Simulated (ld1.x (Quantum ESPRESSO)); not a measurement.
## Transferability test, PAW potential for nickel (Ni)

ld1.x (Quantum ESPRESSO) 7.5 input, shortened:

```
&input
   title='Ni', zed=28., rel=1, dft='PBE', iswitch=3,
   config='[Ar] 3d8 4s1 4p0'
 /
 &inputp
   pseudotype=3, lpaw=.true., tm=.true., lloc=-2, rcloc=1.45,
   nlcc=.false.,
   which_augfun='BESSEL', rmatch_augfun=0.95
 /
6
3S  1  0   2.00   0.00  1.10  1.25  0.0
4S  2  0   1.00   0.00  1.10  1.25  0.0
3P  2  1   6.00   0.00  1.40  1.70  0.0
4P  3  1   0.00   0.00  1.40  1.70  0.0
3D  3  2   8.00   0.00  1.10  1.25  0.0
3D  3  2   0.00  -0.55  1.10  1.25  0.0
 &test
   configts(1)='3s2 3p6 3d8 4s1 4p0'
 /
```

Energies are relative to the spin-unpolarised reference configuration 3s2 3p6 3d8 4s1 4p0; without spin polarisation the order of configurations can differ from experiment.

```tsv
valence configuration	charge	ΔE all-electron (eV)	error AE − PS (meV)
3s2 3p6 3d8 4s2 4p0	0	-9.322	+0.7
3s2 3p6 3d8 4s0 4p0	+2	17.351	-1.8
3s2 3p6 3d6 4s0 4p0	+4	112.374	-70
3s2 3p6 3d7 4s2 4p0	+1	6.797	-7.6
3s2 3p5 3d8 4s2 4p0	+1	70.202	-31
3s1 3p6 3d8 4s2 4p0	+1	110.074	-38
```

Problem. What are ΔE and the potential's error for 3s2 3p6 3d7 4s0 4p0?

Solution. ΔE = 54.818 eV all-electron; the error (AE − PS) is -10 meV.

Levels in the configuration 3s2 3p6 3d7 4s2 4p0:

| level | all-electron (eV) | pseudo (eV) |
| --- | --- | --- |
| 3s | -127.175 | -127.195 |
| 3p | -87.321 | -87.334 |
| 3d | -24.001 | -24.018 |
| 4s | -14.992 | -14.990 |
